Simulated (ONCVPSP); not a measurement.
**Pseudopotential generation for nitrogen (N): ONCV, PBE, scalar-relativistic.**

The input file (ONCVPSP 4.0.1):

```
# ATOM AND REFERENCE CONFIGURATION
# atsym  z   nc   nv     iexc    psfile
  N 7.00    1    2        4      upf
#
#   n    l    f
    1    0    2.00
    2    0    2.00
    2    1    2.00
#
# PSEUDOPOTENTIAL AND OPTIMIZATION
# lmax
    2
#
#   l,   rc,      ep,       ncon, nbas, qcut
    0    0.80    0.00    5    8    8.20
    1    2.15    0.00    4    8    5.70
    2    1.85    0.24    4    9    5.00
#
# LOCAL POTENTIAL
# lloc, lpopt,  rc(5),   dvloc0
    4    5    0.50    3.00
#
# VANDERBILT-KLEINMAN-BYLANDER PROJECTORs
# l, nproj, debl
    0    2    3.80
    1    1    3.40
    2    2    1.90
#
# MODEL CORE CHARGE
# icmod, fcfact, rcfact
    1    0.60    0.00
#
# LOG DERIVATIVE ANALYSIS
# epsh1, epsh2, depsh
   -3.00    5.00    0.02
#
# OUTPUT GRID
# rlmax, drl
    6.00    0.01
#
# TEST CONFIGURATIONS
# ncnf
    4
# nvcnf
#   n    l    f
    2
    2    0    2.00
    2    1    3.00
#
    2
    2    0    2.00
    2    1    1.00
#
    2
    2    0    2.00
    2    1    0.00
#
    2
    2    0    1.00
    2    1    4.00
#
```

Command:

```bash
oncvpsp.x < N.dat > N.out
```

Output (shortened: citation, most of the input echo, consistency checks and plot data are left out):

```
ONCVPSP  (Optimized Norm-Conservinng Vanderbilt PSeudopotential)
scalar-relativistic version 4.0.1

#   n    l    f        energy (Ha)
    1    0    2.00    -1.4761442E+01
    2    0    2.00    -1.1929640E+00
    2    1    2.00    -7.6027961E-01

Reference configufation results
  iterations    22
  all-electron total energy (Ha)   -5.39535657D+01

Begin loop to  construct optimized pseudo wave functions
and semi-local pseudopoentials for all angular momenta

   Wellstate for l =  0  n =  4
     eigenvalue =   2.6070
     asymptotic potential =   3.1070
     half-point radius =  2.4921

Calculating optimized projector #   1

 for l=   0

    Fraction of norm inside rc  0.199809
    Optimizing pswf for qcut=   8.18 a_B^-1,  ecut=  33.48 Ha
    Residual kinetic energy error=  1.35D-03 Ha

    Energy error per electron        Cutoff
         Ha          eV             Ha
         0.01000     0.27211       19.97
         0.00100     0.02721       60.33
         0.00010     0.00272      231.86
         0.00001     0.00027      272.12

Calculating optimized projector #   2

 for l=   0

    Fraction of norm inside rc  0.046407
    Optimizing pswf for qcut=   8.18 a_B^-1,  ecut=  33.48 Ha
    Residual kinetic energy error=  8.94D-03 Ha

    Energy error per electron        Cutoff
         Ha          eV             Ha
         0.01000     0.27211       24.70
         0.00100     0.02721      239.79
         0.00010     0.00272      328.65
         0.00001     0.00027      371.24

Calculating optimized projector #   1

 for l=   1

    Fraction of norm inside rc  0.900383
    Optimizing pswf for qcut=   5.69 a_B^-1,  ecut=  16.19 Ha
    Residual kinetic energy error=  3.57D-05 Ha

    Energy error per electron        Cutoff
         Ha          eV             Ha
         0.01000     0.27211       10.37
         0.00100     0.02721       13.03
         0.00010     0.00272       15.22
         0.00001     0.00027       31.42

   Wellstate for l =  2  n =  3
     eigenvalue =   0.2400
     asymptotic potential =   0.7400
     half-point radius =  3.6239

   Wellstate for l =  2  n =  5
     eigenvalue =   2.1400
     asymptotic potential =   2.6400
     half-point radius =  4.1030

Calculating optimized projector #   1

 for l=   2

    Fraction of norm inside rc  0.155985
    Optimizing pswf for qcut=   5.01 a_B^-1,  ecut=  12.54 Ha
    Residual kinetic energy error=  8.21D-05 Ha

    Energy error per electron        Cutoff
         Ha          eV             Ha
         0.01000     0.27211        4.82
         0.00100     0.02721        8.75
         0.00010     0.00272       12.24
         0.00001     0.00027       55.23

Calculating optimized projector #   2

 for l=   2

    Fraction of norm inside rc  0.157150
    Optimizing pswf for qcut=   5.01 a_B^-1,  ecut=  12.54 Ha
    Residual kinetic energy error=  2.04D-03 Ha

    Energy error per electron        Cutoff
         Ha          eV             Ha
         0.01000     0.27211        9.63
         0.00100     0.02721       13.70
         0.00010     0.00272       27.47
         0.00001     0.00027       90.66

Construct Vanderbilt / Kleinmman-Bylander projectors

B matrix Hermiticity error, ll=   0
   1   2   -1.6849E-04

  Orthonormal projector coefficients  1.7674E+02  8.4044E+00

B matrix Hermiticity error, ll=   2
   1   2   -3.4820E-05

  Orthonormal projector coefficients -1.5274E+01 -2.2635E+00

Model core correction analysis
  based on d2Exc/dn_idn_j

d2excae - all-electron derivatives

   -6.094966D-02   -5.414152D-02
   -5.400062D-02   -5.276178D-02

d2excps - pseudofunction derivatives with no core correction

   -6.007155D-02   -5.641695D-02
   -5.627295D-02   -5.397959D-02

rms 2nd derivative error    1.774487E-03

Polynomial model core charge

d2excps - pseudofunction derivatives with core correction

   -5.852443D-02   -5.584203D-02
   -5.569695D-02   -5.372793D-02

rms 2nd derivative error    1.773731E-03

Pseudoatom total energy   -9.036015

Diagnostic tests using Vanderbilt-Kleinman-Bylander pseudopotentials
  1 or more projectors used as specified by nproj input data

   l    rcore       rmatch      e in        delta e   norm test  slope test

   0   0.8037126   0.8281151  -1.1929640  -0.0000060   1.0000440   1.0000210
   0   0.8037126   0.8281151   2.6070360   0.0000689   1.0002681   1.0002681

   1   2.1565901   2.2220689  -0.7602796  -0.0000007   0.9999977   1.0000013

   2   1.8570265   1.9134098   0.2400000   0.0000072   0.9999447   0.9999447
   2   1.8570265   1.9134098   2.1400000   0.0000033   0.9999457   0.9999457

 Testing for bound ghosts
   n   l    E NL Schr. Eq   E Basis Diag.   E Cutoff

   1   0       -1.192970       -1.077064    402.39

   2   1       -0.760280       -0.760203     47.96

       2                       -1.159350    127.78  WARNING - GHOST(-)

 Testing for highly-localized positive-energy ghosts
       l    <radius>/rc     E Basis Diag.   E Cutoff

       0        0.836227       83.791706    402.39  WARNING - GHOST(+)

       0        0.573431      192.269351    402.39  WARNING - GHOST(+)

       0        0.477919      393.947503    402.39  WARNING - GHOST(+)

Test configuration 0

   n   l     f        eae           eps        diff
   1   0  2.0000  -14.76144207
   2   0  2.0000   -1.19296401   -1.19297000   -5.99D-06
   2   1  2.0000   -0.76027961   -0.76028032   -7.10D-07

    Total energies and differences
      AE_ref= -5.39535657D+01  AE_tst= -5.39535657D+01  dif=  0.00D+00
      PS_ref= -9.03601481D+00  PS_tst= -9.03601481D+00  dif= -1.78D-15
      PSP excitation error=  1.78D-15

Test configuration 1

   n   l     f        eae           eps        diff
   1   0  2.0000  -14.13822183
   2   0  2.0000   -0.68290674   -0.67986970    3.04D-03
   2   1  3.0000   -0.26054783   -0.26374244   -3.19D-03

    Total energies and differences
      AE_ref= -5.39535657D+01  AE_tst= -5.44530351D+01  dif= -4.99D-01
      PS_ref= -9.03601481D+00  PS_tst= -9.53847708D+00  dif= -5.02D-01
      PSP excitation error=  2.99D-03

Test configuration 2

   n   l     f        eae           eps        diff
   1   0  2.0000  -15.57681778
   2   0  2.0000   -1.80659260   -1.79569335    1.09D-02
   2   1  1.0000   -1.37852229   -1.35042246    2.81D-02

    Total energies and differences
      AE_ref= -5.39535657D+01  AE_tst= -5.28932188D+01  dif=  1.06D+00
      PS_ref= -9.03601481D+00  PS_tst= -7.98696624D+00  dif=  1.05D+00
      PSP excitation error=  1.13D-02

Test configuration 3

   n   l     f        eae           eps        diff
   1   0  2.0000  -16.56788995
   2   0  2.0000   -2.50354763   -2.45829869    4.52D-02

    Total energies and differences
      AE_ref= -5.39535657D+01  AE_tst= -5.11629894D+01  dif=  2.79D+00
      PS_ref= -9.03601481D+00  PS_tst= -6.31446336D+00  dif=  2.72D+00
      PSP excitation error=  6.90D-02

Test configuration 4

   n   l     f        eae           eps        diff
   1   0  2.0000  -14.16868230
   2   0  1.0000   -0.69934346   -0.69988391   -5.40D-04
   2   1  4.0000   -0.27594888   -0.28158613   -5.64D-03

    Total energies and differences
      AE_ref= -5.39535657D+01  AE_tst= -5.40301448D+01  dif= -7.66D-02
      PS_ref= -9.03601481D+00  PS_tst= -9.12124156D+00  dif= -8.52D-02
      PSP excitation error=  8.65D-03
```

Note: ghosts flagged at negative energy: d at -31.5 eV; GHOST(+) flags only above 600 eV. A true bound ghost makes a file unfit for plane-wave use.

The run took about 2.7 s on one core of a shared server CPU.
